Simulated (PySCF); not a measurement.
Two species compared at the same levels of theory.

First species: C6H13BO2.
Structure used (PBE0-D3(BJ)/def2-SVP), in Å, numbered top down from 1:
```
atom  x, y, z in Å
C1     3.3013    0.4131   -1.1972
C2     1.8828   -0.1321   -1.1940
C3     0.8441    0.9128   -0.8149
C4    -0.5742    0.3765   -0.7662
C5    -1.6070    1.4392   -0.4254
C6    -2.9718    0.8073   -0.2360
O7    -2.9253   -0.2574    0.6900
B8    -1.7707   -0.9488    0.8711
O9    -0.6300   -0.6799    0.1842
H10    3.5838    0.7950   -0.2028
H11    3.4127    1.2452   -1.9115
H12    4.0318   -0.3619   -1.4737
H13    1.6374   -0.5412   -2.1902
H14    1.8011   -0.9764   -0.4914
H15    0.8717    1.7518   -1.5323
H16    1.0854    1.3386    0.1754
H17   -0.8210   -0.0565   -1.7556
H18   -1.3025    1.9521    0.5037
H19   -1.6462    2.2001   -1.2205
H20   -3.3566    0.4270   -1.1994
H21   -3.7007    1.5444    0.1355
H22   -1.7582   -1.8421    1.6808
```

Second species: CH2Si.
Z-matrix (Å and degrees, PBE0-D3(BJ)/def2-SVP geometry), rows numbered from 1:
```
C 
Si  1  1.6418
H   1  1.0888  2  154.28
H   2  1.4867  1  125.71  3   179.43
```

Levels: wB97X-D/def2-SVPD for HOMO energy, LUMO energy, HOMO–LUMO gap and static isotropic polarisability; TDDFT wB97X-D/def2-SVPD for lowest singlet excitation; TDA wB97X-D/def2-SVPD for lowest triplet excitation (Tamm–Dancoff). Geometries: PBE0-D3(BJ)/def2-SVP. Each species is one conformer at its optimised geometry, gas phase, non-relativistic unless stated; the electronic structure was computed with PySCF and density fitting.

(1) Which has the higher HOMO energy?

(2) Which has the higher LUMO energy?

(3) Which has the higher S1 energy?

(4) Which has the higher T1 energy?

(5) Which has the higher HOMO–LUMO gap?

(6) Which has the higher static isotropic polarisability?

Results:

(1) The second: -8.69 eV against -10.23 eV, a difference of 1.54 eV.

(2) The first: 1.95 eV against -1.30 eV, a difference of 3.25 eV.

(3) The first: 8.01 eV against 1.82 eV, a difference of 6.19 eV.

(4) The first: 7.37 eV against 1.31 eV, a difference of 6.06 eV.

(5) The first: 12.18 eV against 7.39 eV, a difference of 4.79 eV.

(6) The first: 90.5 au against 48.1 au, a difference of 42.4 au.

On the first: S1 lies 4.17 eV below the HOMO–LUMO gap; its leading configuration is HOMO→LUMO, weight 0.55, beside HOMO→LUMO+1, weight 0.29. The 10 singlets span 8.01 to 9.28 eV, and their oscillator strengths add up to 0.29.

On the second: S1 lies 5.57 eV below the HOMO–LUMO gap; its leading configuration is HOMO→LUMO, weight 0.99. The vertical singlet–triplet gap S1 − T1 is 0.51 eV (TDDFT singlet less Tamm–Dancoff triplet; S1: HOMO→LUMO, weight 0.99; T1: HOMO→LUMO, weight 0.97).
